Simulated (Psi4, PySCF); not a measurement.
Approach curve of the dimer CH3Cl ··· H4Si (SMILES CCl and [SiH4]). Monomers: optimised at B3LYP-D3(BJ) (def2-TZVP), held rigid. Orientation: lowest of the rigid-body minima from ten starts at GFN2-xTB. R is the distance of the centres of mass, along which the second monomer moves.

Computed with: SCS-MP2/aug-cc-pVDZ = Psi4 with DF-SCS-MP2/aug-cc-pVDZ, frozen core, counterpoise-corrected; RHF/3-21G = restricted Hartree-Fock/3-21G, no counterpoise correction (PySCF); wB97X-D/def2-TZVP, counterpoise-corrected (Psi4).

Interaction energies in kcal/mol:

```
R / Å  SCS-MP2/aug-cc-pVDZ  RHF/3-21G
-----  -------------------  ---------
2.98                  6.46       8.29
3.24                  1.72       2.06
3.39                  0.40       0.35
3.61                 -0.54      -0.81
3.81                 -0.83      -1.11
3.99                 -0.87      -1.09
4.34                 -0.72      -0.81
4.63                 -0.55      -0.56
5.11                 -0.33      -0.28
5.81                 -0.15      -0.09
6.84                 -0.06      -0.03
8.13                 -0.02      -0.01
```

Question: Estimate the wB97X-D/def2-TZVP values at these points.

Answer: 2.98: 4.20; 3.24: 0.25; 3.39: -0.75; 3.61: -1.32; 3.81: -1.37; 3.99: -1.25; 4.34: -0.92; 4.63: -0.68; 5.11: -0.40; 5.81: -0.18; 6.84: -0.06; 8.13: -0.02 (kcal/mol).
